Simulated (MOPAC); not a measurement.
A run for MOPAC: AM1 on H2Sn (SMILES [SnH2]), a point of a bond scan (R = 2.404 Å).

```
AM1 1SCF PRECISE CHARGE=0 THREADS=1
H2Sn

Sn     0.00658915 1    -0.00056144 1     0.04773306 1
H     -0.23858868 1    -1.68846996 1    -1.64586415 1
H     -0.15443354 1     1.27893623 1    -1.17986985 1
```

Output:

```
*******************************************************************************
 **                                                                           **
 **                              MOPAC v23.2.5                                **
 **                                                                           **
 *******************************************************************************
 ** MOPAC's Digital Object Identifier: https://doi.org/10.5281/zenodo.6511958 **
 **                                                                           **
 ** Please cite the open-source release paper for use of this MOPAC version:  **
 ** J. E. Moussa and J. J. P. Stewart (2026)                                  **
 ** MOPAC: An open-source semiempirical molecular orbital program             **
 ** J. Open Source Softw., 11(119), 8025, https://doi.org/10.21105/joss.08025 **
 *******************************************************************************

                              AM1 CALCULATION RESULTS

 *******************************************************************************
 *  AM1        - The AM1 Hamiltonian to be used
 *
 *
 *
 *                 CHARGE ON SYSTEM = 0
 *
 *
 *
 *  PRECISE    - TIGHTER CRITERIA TO BE USED
 *  1SCF       - DO 1 SCF AND THEN STOP
 *  THREADS=1  - MULTI-THREADING NOT USED
 *  T=         - A TIME OF 172800.0 SECONDS REQUESTED
 *  DUMP=N     - RESTART FILE WRITTEN EVERY 7200.0 SECONDS REQUESTED
 *******************************************************************************
AM1 1SCF PRECISE CHARGE=0 THREADS=1
 H2Sn

   ATOM   CHEMICAL          X               Y               Z
  NUMBER   SYMBOL      (ANGSTROMS)     (ANGSTROMS)     (ANGSTROMS)

     1      Sn          0.00658915  *  -0.00056144  *   0.04773306  *
     2       H         -0.23858868  *  -1.68846996  *  -1.64586415  *
     3       H         -0.15443354  *   1.27893623  *  -1.17986985  *



          CARTESIAN COORDINATES

    NO.       ATOM           X           Y           Z

     1        Sn          0.0066     -0.0006      0.0477
     2         H         -0.2386     -1.6885     -1.6459
     3         H         -0.1544      1.2789     -1.1799

  H: (AM1): M.J.S. DEWAR ET AL, J. AM. CHEM. SOC. 107 3902-3909 (1985)
 Sn: (AM1): J. J. P. STEWART, J. MOL. MOD., 10, 155-164 (2004)

           Empirical Formula: H2 Sn  =     3 atoms



      MOLECULAR POINT GROUP   :   Cs


      RHF CALCULATION, NO. OF DOUBLY OCCUPIED LEVELS = 3


 -------------------------------------------------------------------------------
 AM1 1SCF PRECISE CHARGE=0 THREADS=1
 H2Sn



     1SCF WAS SPECIFIED, SO BFGS WAS NOT USED
     SCF FIELD WAS ACHIEVED


                              AM1 CALCULATION
                                                       MOPAC v23.2.5 Linux




          FINAL HEAT OF FORMATION =         76.82870 KCAL/MOL =     321.45128 KJ/MOL


          COSMO AREA              =         87.74 SQUARE ANGSTROMS
          COSMO VOLUME            =         74.32 CUBIC ANGSTROMS

          IONIZATION POTENTIAL    =          7.789530 EV
          HOMO LUMO ENERGIES (EV) =         -7.790 -2.409
          NO. OF FILLED LEVELS    =          3
          MOLECULAR WEIGHT        =        120.7058         POINT GROUP:  Cs

          MOLECULAR DIMENSIONS (Angstroms)

            Atom       Atom       Distance
            H     3    H     2     3.00495
            H     2   Sn     1     1.42411
           Sn     1    H     2     0.00000


          SCF CALCULATIONS        =          1





   ATOM   CHEMICAL          X               Y               Z
  NUMBER   SYMBOL      (ANGSTROMS)     (ANGSTROMS)     (ANGSTROMS)

     1      Sn          0.00658915  *  -0.00056144  *   0.04773306  *
     2       H         -0.23858868  *  -1.68846996  *  -1.64586415  *
     3       H         -0.15443354  *   1.27893623  *  -1.17986985  *

                             CARTESIAN COORDINATES

   1   Sn        0.006589150    -0.000561440     0.047733060
   2    H       -0.238588680    -1.688469960    -1.645864150
   3    H       -0.154433540     1.278936230    -1.179869850


           Empirical Formula: H2 Sn  =     3 atoms



      MOLECULAR POINT GROUP   :   Cs


                  EIGENVALUES
 -16.28148  -9.51344  -7.78953  -2.40900   1.13866   1.85996


              NET ATOMIC CHARGES AND DIPOLE CONTRIBUTIONS

  ATOM NO.   TYPE          CHARGE      No. of ELECS.   s-Pop       p-Pop
    1         Sn           0.585942        3.4141     1.94213     1.47193
    2          H          -0.255727        1.2557     1.25573
    3          H          -0.330215        1.3302     1.33022
 DIPOLE           X         Y         Z       TOTAL
 POINT-CHG.     0.557     0.044     4.027     4.066
 HYBRID        -0.361     0.570    -2.644     2.729
 SUM            0.195     0.614     1.384     1.526


          ATOMIC ORBITAL ELECTRON POPULATIONS

     Atom    s        px        py        pz
    1 Sn   1.94213   0.01487   0.68158   0.77548
    2  H   1.25573
    3  H   1.33022

 **********************
 *                    *
 * JOB ENDED NORMALLY *
 *                    *
 **********************




 == MOPAC DONE ==
```

The run finished.

Cost: about 0.020 core-seconds (a rough figure).
